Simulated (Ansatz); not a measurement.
`[SiH3][SiH2]C[SeH]` → `[CH2]` (triplet) + `[SiH3][SiH2][SeH]` at 400 K and 1 bar (formal loss of a carbene).

Isolated molecules relaxed with PBE0-D4/def2-TZVP in Ansatz; ΔE leaves out vibrations. CCSD(T)/CBS is the MP2 limit (def2-TZVPP, def2-QZVPP) plus CCSD(T) − MP2 in def2-TZVPP, frozen cores. This one scheme is used for every species. Triplets are unrestricted, without spin–orbit coupling. For Se outer-core shells are correlated without core-valence functions, which leaves a few kJ/mol of doubt a bond. Scalar relativity is left out up to krypton. Each species was taken in one conformer, which may not be the lowest.

| species | CCSD(T)/CBS energy (Eh) | H − E (kJ/mol) | S (J/(mol·K)) |
| --- | --- | --- | --- |
| `[SiH3][SiH2]C[SeH]` | -3021.71729 | 240.7 | 420.2 |
| `[CH2]` (triplet) | -39.09499 | 59.0 | 205.7 |
| `[SiH3][SiH2][SeH]` | -2982.48284 | 163.1 | 382.4 |

H − E and S are ideal-gas, rigid-rotor, harmonic terms from PBE0-D4/def2-TZVP, for one conformer and one mirror image of each species, with the whole ground term of open shells counted as degenerate. 1 Eh = 2625.50 kJ/mol, R = 8.31446 J/(mol·K).

**Question.** By hand: ΔE, ΔH, ΔS and ΔG.

**Answer.** ΔE = (-39.09499) + (-2982.48284) − (-3021.71729) = 0.13946 Eh = 366.2 kJ/mol. Δ(H − E) = 59.0 + 163.1 − 240.7 = -18.6, so ΔH = 347.6 kJ/mol. ΔS = 205.7 + 382.4 − 420.2 = 167.9 J/(mol·K). ΔG = 347.6 − 400 × (167.9)/1000 = 280.4 kJ/mol.

**Question.** By hand: the equilibrium constant, and the temperature at which ΔG would vanish if ΔH and ΔS stayed fixed.

**Answer.** log₁₀ K = −ΔG/(RT ln 10) = -36.6. ΔG = 0 at ΔH/ΔS = 2070 K.

The number of gas molecules changes by +1, which sets the sign of ΔS. A doubt of 5 kJ/mol in ΔE shifts log₁₀ K by 0.7 here. Other conformers and mirror images would add mixing entropy, several J/(mol·K) or more a flexible species. Modes under 60 cm⁻¹, often nearly free rotors, make the harmonic entropy too high. A triplet takes part, so the spin changes. These are equilibria of isolated gas molecules and say nothing of rates. Largest T1 diagnostic: 0.011 (customary marks: 0.02 for closed shells, 0.045 for open ones).
